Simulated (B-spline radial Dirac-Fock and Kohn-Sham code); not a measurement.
# X-ray form factors of technetium in several charge states

Level of theory: Dirac-Fock orbitals of the configuration average with a finite nucleus; an atomic code on a B-spline grid.

Configurations: Tc³¹⁺ [Ne] 3s2; Tc³⁴⁺ [He] 2s2 2p5; Tc³⁶⁺ [He] 2s2 2p3; Tc³⁷⁺ [He] 2s2 2p2; Tc³⁸⁺ [He] 2s2 2p1; Tc⁴¹⁺ 1s2; Tc⁴²⁺ 1s1. The first column is f₀ of Tc³¹⁺, the others are differences from it.

```csv
s (Å⁻¹),Tc³¹⁺,Δ Tc³⁴⁺,Δ Tc³⁶⁺,Δ Tc³⁷⁺,Δ Tc³⁸⁺,Δ Tc⁴¹⁺,Δ Tc⁴²⁺
0,12.000,-3.000,-5.000,-6.000,-7.000,-10.000,-11.000
0.05,11.991,-2.994,-4.993,-5.993,-6.993,-9.992,-10.991
0.1,11.966,-2.977,-4.974,-5.972,-6.971,-9.966,-10.966
0.15,11.924,-2.948,-4.941,-5.938,-6.935,-9.924,-10.924
0.2,11.865,-2.909,-4.896,-5.890,-6.885,-9.866,-10.865
0.25,11.790,-2.859,-4.839,-5.830,-6.821,-9.792,-10.791
0.3,11.701,-2.799,-4.771,-5.758,-6.745,-9.703,-10.702
0.35,11.597,-2.730,-4.692,-5.674,-6.657,-9.600,-10.599
0.4,11.480,-2.653,-4.604,-5.580,-6.558,-9.484,-10.482
0.45,11.351,-2.569,-4.506,-5.477,-6.449,-9.355,-10.353
0.5,11.210,-2.478,-4.402,-5.366,-6.331,-9.216,-10.213
0.6,10.900,-2.283,-4.174,-5.122,-6.073,-8.908,-9.904
0.7,10.560,-2.075,-3.928,-4.859,-5.793,-8.571,-9.565
0.8,10.199,-1.863,-3.674,-4.585,-5.500,-8.213,-9.206
0.9,9.825,-1.655,-3.419,-4.308,-5.202,-7.844,-8.834
1,9.448,-1.456,-3.170,-4.036,-4.906,-7.471,-8.459
1.1,9.073,-1.273,-2.933,-3.773,-4.618,-7.101,-8.087
1.2,8.706,-1.108,-2.712,-3.524,-4.344,-6.739,-7.722
1.4,8.008,-0.841,-2.324,-3.080,-3.843,-6.052,-7.029
1.6,7.368,-0.656,-2.014,-2.709,-3.413,-5.426,-6.396
```

Values without a named source are computed, but for edge energies of neutral atoms, which are taken from tables.
